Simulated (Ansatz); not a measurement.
Reaction (ligand exchange at the Si–C bond): `OCSC[SiH3]` + `C1[SiH2][AsH]1` → `[SiH3][As]1C[SiH2]1` + `CSCO`

Computed with Ansatz on PBE0-D4/def2-TZVP structures; ΔE is electronic, products minus reactants. CBS: MP2 limit from def2 TZ/QZ plus the TZ coupled-cluster correction, frozen cores. DFT in def2-TZVPP. B3LYP here is the variant with VWN-RPA as its local correlation; programs differ in this. HSE06 is defined as in plane-wave codes. For As outer-core shells are correlated without core-valence functions, which leaves a few kJ/mol of doubt a bond. Scalar relativity is left out up to krypton. One conformer a species, not always the lowest.

`OCSC[SiH3]`:

Cartesian coordinates in Å:
```
O -0.480 -1.658 1.716
C -0.177 -1.724 0.352
S 1.274 -0.768 -0.132
C 0.674 0.900 0.247
Si -0.359 1.585 -1.166
H 0.305 -1.921 2.207
H -1.057 -1.360 -0.179
H 0.040 -2.744 0.014
H 0.134 0.868 1.196
H 1.559 1.523 0.402
H -1.471 0.651 -1.482
H -0.942 2.908 -0.807
H 0.499 1.741 -2.368
```

`C1[SiH2][AsH]1`:

Cartesian coordinates in Å:
```
C 0.239 -0.751 0.561
Si 0.453 0.858 -0.312
As -0.918 -0.823 -1.126
H -0.313 -0.812 1.492
H 1.044 -1.477 0.501
H 1.749 1.106 -0.981
H -0.148 2.066 0.293
H -2.106 -0.166 -0.429
```

`[SiH3][As]1C[SiH2]1`:

Cartesian coordinates in Å:
```
Si 0.653 1.757 -0.062
As -1.333 0.587 0.423
C -0.360 -1.135 0.984
Si -0.662 -1.232 -0.833
H 0.429 2.683 -1.204
H 1.065 2.559 1.121
H 1.762 0.820 -0.396
H -0.986 -1.726 1.647
H 0.646 -1.000 1.368
H -1.710 -2.168 -1.298
H 0.496 -1.145 -1.749
```

`CSCO`:

```xyz
10

C     1.021    0.921    0.694
S     0.058   -0.537    1.121
C    -0.532   -0.996   -0.518
O    -1.401   -0.068   -1.105
H     1.336    1.386    1.628
H     1.906    0.649    0.117
H     0.412    1.628    0.131
H    -0.997   -1.980   -0.384
H     0.314   -1.100   -1.199
H    -2.119    0.096   -0.486
```

```
         level  ΔE (eV)
   LDA (SPW92)    -0.45
        PBE-D4    -0.52
      B3LYP-D4    -0.47
      HSE06-D4    -0.52
  CAM-B3LYP-D4    -0.42
  MP2/def2-SVP    -0.44
 HF/def2-TZVPP    -0.44
CCSD/CBS(def2)    -0.47
```

What does CCSD(T)/CBS give? (An estimate is asked.)

Computed: -0.48 eV. The listed levels differ from it by 0.03, -0.04, 0.01, -0.04, 0.06, 0.04, 0.04, 0.01 eV.

Largest T1 diagnostic among the species: 0.012.

At CCSD(T), def2-SVP lies +0.08 eV from the extrapolated value and def2-TZVPP +0.02 eV. Leaving LDA and LC-ωPBE aside and taking each functional with its dispersion term where it has one, the values spread over 0.10 eV, from HSE06-D4 to CAM-B3LYP-D4. LDA lies +0.06 eV from PBE without D4.
